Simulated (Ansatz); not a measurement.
The first iterations of a band of ClGaH2 + H2 (6 atoms, charge 0, multiplicity 1).

These are results of Ansatz, RKS PBE0/def2-SVP, not measurements.

```
movable images  : 7
climbing image  : yes
spring          : 5.0 eV/Å²
optimiser       : quadratic models (default)
start path      : through a guess of the saddle point
force threshold : 0.05 eV/Å
iteration limit : 60
end points      : relaxed
```

Initial state:

```xyz
6
Properties=species:S:1:pos:R:3
Ga 0.002 0.174 0.160
Cl -0.013 0.823 2.227
H 1.414 0.072 -0.492
H -1.404 -0.012 -0.487
H 0.077 -2.307 0.526
H 0.069 -2.031 1.240
```

Final state:

```xyz
6
Properties=species:S:1:pos:R:3
Ga 0.020 -0.454 -0.376
Cl 0.012 -0.050 2.368
H 1.361 0.317 -0.648
H -1.366 0.236 -0.644
H 0.066 -2.010 -0.113
H 0.051 -1.320 2.587
```

| iteration | highest image above the first end (eV) | largest band force component (eV/Å) |
| --- | --- | --- |
| 1 | 1.914 | 2.583 |
| 2 | 1.234 | 1.875 |
| 3 | 1.147 | 0.674 |

Problem. Does the band converge within its limit, and where does its top end?

Solution. It converged. It ended after 9 iterations with the highest image 1.123 eV above the first end. A vibrational analysis at the climbing image gives one clearly imaginary mode, 727i cm⁻¹: a first-order saddle point. The orbitals stay closed-shell, which can raise the energy where a bond breaks towards radicals; this wasn't checked here.

The run took 110 s on 1 thread of Arm Neoverse V2 (shared host), peak memory 0.14 GiB.
